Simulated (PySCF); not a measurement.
A structure optimised at PBE0-D3(BJ)/def2-SVP, used in a PySCF frequency run:

```
C
H 1 1.1046
C 1 1.4649 2 107.63
C 3 1.2112 2 150.72 1 -179.76
H 4 1.0740 2 161.02 1 179.66
C 1 1.5086 2 107.99 3 -119.19
C 6 1.3317 1 124.64 2 -4.33
H 7 1.0929 6 121.43 1 -178.84
H 7 1.0950 8 117.10 6 179.82
H 6 1.0969 7 120.03 8 0.29
C 1 1.5351 2 108.44 3 120.18
H 11 1.0995 1 110.80 2 -61.31
H 11 1.0996 12 108.90 1 -121.18
H 11 1.1004 12 107.99 13 -117.52
```

Q: Write its SMILES and formula.

A: C#C[C@H](C)C=C, C6H8

Q: What are its rotational constants (standard atomic weights)?

A: 5.3865, 2.5579, 1.8847 GHz
